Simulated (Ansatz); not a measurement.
BFH₄Si₂, SMILES `FB1[SiH2][SiH2]1` from Hartree–Fock to CCSD(T)

Cartesian coordinates in Å:
```
F 0.377 1.781 -1.742
B -0.102 0.858 -0.935
Si -0.257 0.664 1.022
Si 0.296 -1.046 -0.607
H -1.497 0.054 1.563
H 0.495 1.427 2.052
H -0.843 -1.963 -0.354
H 1.532 -1.774 -0.999
```

Charge 0, multiplicity 1. All single points use the PBE0-D4/def2-TZVP geometry. Frozen core, restricted reference, the Gaussian-basis code of Ansatz. CBS rows extrapolate triple and quadruple zeta; past MP2 they add the triple-zeta difference.

```json
{"basis": "def2-SVP", "HF (Eh)": "-703.98983", "MP2 corr.": "-0.46087"}
{"basis": "def2-TZVPP", "HF (Eh)": "-704.34773", "MP2 corr.": "-0.58625"}
{"basis": "def2-QZVPP", "HF (Eh)": "-704.37055", "MP2 corr.": "-0.63428"}
```

(1) Estimate the CCSD correlation energy and the (T) correction in each basis where they were run (hartree).

## Answers

(1) 
| basis | CCSD corr. | (T) |
| --- | --- | --- |
| def2-SVP | -0.50773 | -0.01590 |
| def2-TZVPP | -0.62983 | -0.02559 |
| CBS(def2) | -0.71343 | as TZ |
